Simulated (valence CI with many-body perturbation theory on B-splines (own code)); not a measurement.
# Sensitivity of CI+MBPT for Ta XXXIII

Calculated by relativistic CI+MBPT: five valence electrons over a frozen Dirac-Fock core [Kr], a basis of 6 s, 6 p, 5 d, 5 f, 1 g functions for each j, with the one-electron correlation potential Σ1 (screened to all orders), the two-electron term Σ2, the three-electron term Σ3, Breit, model QED; selected single and double excitations, second order for the rest, scaled by the run's own slope (own B-spline code, finite nucleus).

The last digits are not significant, and no measured levels were compared; by estimate large intervals hold to a few tenths of a per cent, small ones and those within an open d or f shell to about a per cent. Only levels of the ground parity were solved; by the run's estimate the other parity begins above the list, which can be wrong where configurations are misplaced.

The reference run has the lowest level (4d3/2^4 4d5/2) J=5/2 and an ionisation energy of 1313.87 eV. Its largest variational space holds 10000 state functions.

Levels are named by their leading jj configuration (3d3/2^4 stands for four electrons in 3d with j = 3/2), which in mixed levels can hold well under half, so a name can repeat and another be missing. Letters in brackets count levels of one name in rising energy.

Changed runs:
A. shift of the energy in Σ1 (hartree) 0 → 7.606
B. logarithmic knot step 0.27 → 0.2
C. correlating orbitals by l 3 3 3 3 1 → 4 6 1 1 2; averaging of valence orbitals over low configurations on → off
D. logarithmic knot step 0.27 → 1.1 (bad on purpose)

Excitation energies of the reference run in cm⁻¹, and shifts in cm⁻¹:

| Level | Reference | A | B | C | D |
| --- | --- | --- | --- | --- | --- |
| (4d3/2^3 4d5/2^2) J=5/2 [a] | 93273 | +948 | +0.4 | -38 | +794 |
| (4d3/2^3 4d5/2^2) J=7/2 [a] | 129972 | +946 | +0.5 | +11 | +749 |
| (4d3/2^3 4d5/2^2) J=3/2 [a] | 133817 | +955 | +0.5 | +3.3 | +724 |
| (4d3/2^3 4d5/2^2) J=11/2 | 137568 | +952 | +0.5 | +21 | +759 |
| (4d3/2^3 4d5/2^2) J=9/2 | 149097 | +986 | +0.5 | +24 | +773 |
| (4d3/2^3 4d5/2^2) J=5/2 [b] | 156557 | +1039 | +0.5 | +21 | +784 |
| (4d3/2^3 4d5/2^2) J=1/2 | 163158 | +1076 | +0.6 | +5.4 | +791 |
| (4d3/2^3 4d5/2^2) J=7/2 [b] | 172174 | +978 | +0.7 | +56 | +693 |
| (4d3/2^3 4d5/2^2) J=3/2 [b] | 213393 | +1160 | +0.5 | +75 | +846 |
| (4d3/2^2 4d5/2^3) J=5/2 [a] | 222993 | +1860 | +0.6 | -15 | +1473 |
| (4d3/2^2 4d5/2^3) J=7/2 [a] | 244909 | +1952 | +0.9 | -13 | +1527 |
| (4d3/2^2 4d5/2^3) J=11/2 | 250158 | +1949 | +0.8 | +4.7 | +1544 |
| Ionisation energy (eV) | 1313.87 | +0.55 | +0.0022 | -0.0051 | +2.13 |
